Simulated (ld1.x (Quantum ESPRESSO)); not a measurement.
Varying the TM potential for vanadium (V)

Base potential:

* Element: vanadium (V)
* Generator: ld1.x (Quantum ESPRESSO) 7.5
* Type: norm-conserving Troullier–Martins (Kleinman–Bylander form)
* Functional: BP86
* Relativity: scalar-relativistic
* Frozen core: [Ne] 3s2
* Valence charge: 11
* Reference configuration: 3p6 3d3 4s1 4p1
* Partial waves: 4s (bound): rc 2.55 bohr; 3p (bound): rc 1.25 bohr; 3d (bound): rc 2.30 bohr
* Local potential: the d channel
* Core correction: a·sin(br)/r model core, default radius (core density twice the valence density)

Occupied shells without a wave of their own: 4p. They enter only through the test configuration that unscreens the potential, and ld1.x also counts them in the model core charge.

All-electron outer shells of the reference configuration (BP86, scalar-relativistic, ld1.x):

```csv
shell,level (eV),outermost node (bohr),outermost maximum (bohr)
2p,-504.85,–,0.21
3s,-71.73,0.38,0.82
3p,-45.55,0.35,0.84
3d,-6.63,–,0.90
4s,-5.68,1.17,2.69
4p,-2.22,1.30,3.54
```

Cutoffs, loose and tight: the cutoffs (Ry, on a coarse ladder) from which the occupation-weighted sum of valence levels, in a spherical-Bessel basis at the reference potential, stays within 10 and 1 mRy of its value at 400 Ry. They do not see the model core or the augmentation charge, which bear on the density cutoff. Test errors are all-electron minus pseudo excitation energies from the reference, over the configurations 3p6 3d3 4s2 4p0; 3p6 3d3 4s1 4p0; 3p6 3d3 4s0 4p0; 3p6 3d3 4s1.5 4p0; 3p6 3d3 4s0 4p2; 3p6 3d4 4s0 4p0; 3p6 3d2 4s2 4p0. A dash means not determined; rows that change the core or the reference have their own tests.

With those shells counted twice in exchange and correlation these files are broken, and their errors move erratically; no question is asked of them.

A true bound ghost makes a file unfit for plane-wave use even where its test errors are small: the radial tests pick states by their node count and pass the ghost by.

The default core radius of the base comes out at 0.50 bohr.

| change | outcome | cutoff, loose | cutoff, tight | bound ghosts | largest test error (meV) |
| --- | --- | --- | --- | --- | --- |
| base | generated, misses its reference levels by 0.30 eV | 50 Ry | 90 Ry | s | +516 |
| core correction a·sin(br)/r model core inside 1.12 bohr | generated, misses its reference levels by 0.30 eV | 50 Ry | 90 Ry | s | +517 |
| reference 3p6 3d3 4s1.5 4p0 | generated | 50 Ry | 90 Ry | s | +899 |
| all radii but the core radius scaled by about 0.73 (s 1.86, p 0.90, d 1.68 bohr) | generated | 100 Ry | 180 Ry | s | -348 |
| wave 3p (bound): rc 1.25 bohr becomes 3p (bound): rc 0.98 bohr | generated, misses its reference levels by 0.30 eV | 100 Ry | 160 Ry | s | +520 |
| wave 3d (bound): rc 2.30 bohr becomes 3d (bound): rc 3.18 bohr | generated, misses its reference levels by 0.96 eV | 50 Ry | 90 Ry | s | +2150 |
| local potential the p channel | generated | 50 Ry | 90 Ry | s | -567 |
| functional PBE | generated, misses its reference levels by 0.29 eV | 50 Ry | 90 Ry | s | +557 |
| wave 4s (bound): rc 2.55 bohr becomes 4s (bound): rc 3.24 bohr | generated, misses its reference levels by 0.30 eV | 50 Ry | 90 Ry | s | +582 |
| fully relativistic | generated, misses its reference levels by 0.31 eV | 50 Ry | 90 Ry | s | +515 |
| wave 3d (bound): rc 2.30 bohr becomes 3d (bound): rc 2.28 bohr | generated, misses its reference levels by 0.27 eV | 50 Ry | 90 Ry | s | +451 |
| wave 3d (bound): rc 2.30 bohr becomes 3d (bound): rc 1.50 bohr | generated | 90 Ry | 100 Ry | s | -441 |
| wave 3p (bound): rc 1.25 bohr becomes 3p (bound): rc 1.44 bohr | generated, misses its reference levels by 0.30 eV | 50 Ry | 90 Ry | s | +514 |
